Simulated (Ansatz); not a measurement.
Geometry optimisation, Ansatz, RKS PBE0-D4/def2-SVP.

input.yaml

```yaml
crystal:
  periodic: [false, false, false]
  atoms:
    - { symbol: C, position_ang: [-1.2565, 0.3523, 1.4307] }
    - { symbol: Si, position_ang: [-0.559, -0.878, 0.2751] }
    - { symbol: C, position_ang: [-1.71918, -2.3084, 0.12124] }
    - { symbol: As, position_ang: [-1.93758, -3.32328, 1.78561] }
    - { symbol: H, position_ang: [-0.6155, 0.5721, 2.2526] }
    - { symbol: H, position_ang: [-1.4677, 1.3604, 0.8639] }
    - { symbol: H, position_ang: [-2.2496, 0.0244, 1.8052] }
    - { symbol: H, position_ang: [0.70759, -1.39868, 0.74126] }
    - { symbol: H, position_ang: [-0.43013, -0.19662, -1.02819] }
    - { symbol: H, position_ang: [-2.76281, -1.91241, -0.19112] }
    - { symbol: H, position_ang: [-1.38036, -2.97842, -0.68475] }
    - { symbol: H, position_ang: [-2.64241, -4.4829, 1.13382] }
    - { symbol: H, position_ang: [-0.44404, -3.92528, 1.67469] }
basis:
  gaussian: { orbitals: def2-SVP }
hamiltonian:
  xc: pbe0
  dispersion: d4
relax:
  f_tol: 0.015
  max_steps: 40
output:
  orbitals: {}
```

Run as:

```bash
$ ansatz run input.yaml --threads 2 --pin off --max-ram 3072MiB --backend cpu --events-out ev --progress --plain --runs-dir out
```

Task: Where does it end, and by what steps?

Result: The run converged. The force dipped under the threshold on the way, but the program's further checks kept it going. After 18 steps the energy has fallen by 0.435 eV; H7 moved furthest, 1.07 Å.

```csv
step,energy less start (eV),largest force component (eV/Å),accepted
0,0.0000,2.265,yes
1,-0.3202,0.867,yes
2,-0.3625,0.144,yes
3,-0.3664,0.066,yes
4,-0.3681,0.076,yes
5,-0.3804,0.107,yes
6,-0.3874,0.099,yes
7,-0.3905,0.477,yes
8,-0.4254,0.071,yes
9,-0.4327,0.028,yes
10,-0.4119,0.623,no
11,-0.4339,0.051,yes
12,-0.4342,0.071,yes
13,-0.4346,0.042,yes
14,-0.4349,0.011,yes
15,-0.4350,0.011,yes
16,-0.4351,0.026,yes
17,-0.4352,0.018,yes
18,-0.4353,0.010,yes
```

```xyz
13
Properties=species:S:1:pos:R:3
C -1.237 0.366 1.501
Si -0.527 -0.870 0.278
C -1.711 -2.309 -0.011
As -2.218 -3.255 1.654
H -0.542 1.205 1.659
H -2.190 0.778 1.133
H -1.429 -0.106 2.478
H 0.773 -1.410 0.794
H -0.253 -0.195 -1.031
H -2.645 -1.917 -0.449
H -1.274 -3.010 -0.738
H -2.676 -4.547 0.981
H -0.828 -3.825 1.930
```

Whether the end is a true minimum wasn't checked by a vibrational analysis.

Time of the run: 43 s on 2 threads of Intel(R) Xeon(R) 6975P-C (Granite Rapids), with other jobs on the host, peak memory 0.32 GiB.
